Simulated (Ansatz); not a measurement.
System: Al₂, charge 0, triplet. Al2 (SMILES [Al][Al], triplet).
B3LYP-D3(BJ)/def2-TZVP minimum from Ansatz (a program for electronic structure):
```
Al
Al 1 2.7553
```
Charge 0, spin multiplicity 3.

Hartree-Fock and CCSD correlation energies in hartree (Ansatz). Open shells are spin-unrestricted; no spin-orbit coupling. Cores are frozen in correlated methods. No relativity. The UHF reference of Al2 ([Al][Al], triplet) is spin-contaminated (<S^2> up to 0.04 over the pure value in the sets run).

| basis | X | E(HF) | E(corr, CCSD) |
|---|---|---|---|
| cc-pV(T+d)Z | 3 | -483.78772 | -0.11891 |
| cc-pV(Q+d)Z | 4 | -483.79051 | -0.12183 |
| cc-pV(5+d)Z | 5 | -483.79116 | withheld |

Task: Fit E(corr) = E∞ + A/X³ to X = 3 and 4, predict X = 5, and compare with the run.

Result: A = (-0.11891 - (-0.12183))/(1/27 - 1/64) = 0.1364; E∞ = -0.12183 - A/64 = -0.12396; at X = 5, E∞ + A/125 = -0.12287. The run gave -0.12307, 0.20 mEh below the prediction. The same form on X = 4 and 5 gives E∞ = -0.12437, 0.41 mEh below the first estimate.
